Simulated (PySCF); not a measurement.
Computed shifts of a molecule C₃H₆Se, KT2/pcSseg-1 (PySCF), GIAO, gas phase, equivalent atoms averaged, in ppm (number of nuclei): ¹³C: 141.5 (1), 114.9 (1), 19.0 (1). ¹H: 6.48 (1), 5.73 (2), 2.30 (3). References: ¹³C against TMS (σ = 185.1 ppm); ⁷⁷Se against Me2Se (σ = 1692.1 ppm); ¹H against TMS (σ = 31.47 ppm), references at their B3LYP-D3(BJ)/def2-TZVP geometries, non-relativistic. Geometry: B3LYP-D3(BJ)/def2-SVP. One conformer was computed; it need not be the lowest.

Problem. Pick the molecule that these values belong to.
A. [SeH]C1CC1
B. C1C[Se]C1
C. C=CC[SeH]
D. C=C[Se]C

Solution. D, C=C[Se]C
